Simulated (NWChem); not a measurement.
CH₆BNO; SMILES CNBO

```xyz
10

B     -0.6263     0.8184     0.0000
H     -1.6908     1.3938     0.0000
N     -0.6246    -0.5917     0.0000
C      0.4983    -1.4894     0.0000
H     -1.5267    -1.0500     0.0000
H      0.5195    -2.1414    -0.8911
H      0.5195    -2.1414     0.8911
H      1.4445    -0.9262     0.0000
O      0.4964     1.5947     0.0000
H      1.3179     1.0943     0.0000
```
Atoms are numbered in this order, from 1.

Program: NWChem. Pople sets run with spherical d functions. STO-3G and 3-21G are far too small for this property and stand as cheap habits. The geometry was optimised at PBE0/def2-SVP. GIAO values for the isolated, static molecule; σ is the absolute isotropic shielding, δ = σ(reference) − σ with the isolated reference molecule computed at the same levels (13C: tetramethylsilane, 1H: tetramethylsilane, 15N: ammonia, 17O: water).

| level | δ H2 (ppm) | δ N3 (ppm) | δ C4 (ppm) | δ H5 (ppm) | δ H6 (rotor mean) (ppm) | δ O9 (ppm) | δ H10 (ppm) | relative time |
|---|---|---|---|---|---|---|---|---|
| Hartree-Fock/6-31G* | 4.42 | 46.3 | 24.5 | 1.75 | 2.34 | 61.0 | 2.90 | 6 |
| B3LYP/6-311G** | 4.06 | 88.6 | 26.1 | 2.36 | 2.53 | 105.3 | 2.90 | 20 |
| Hartree-Fock/STO-3G | 4.12 | 19.7 | 31.8 | 1.55 | 1.44 | 27.9 | 1.98 | 1 |
| BHandHLYP/pcSseg-1 | 3.95 | 77.7 | 25.7 | 2.25 | 2.46 | 93.5 | 3.14 | 20 |

Relative times are rough (shared machine, one core).
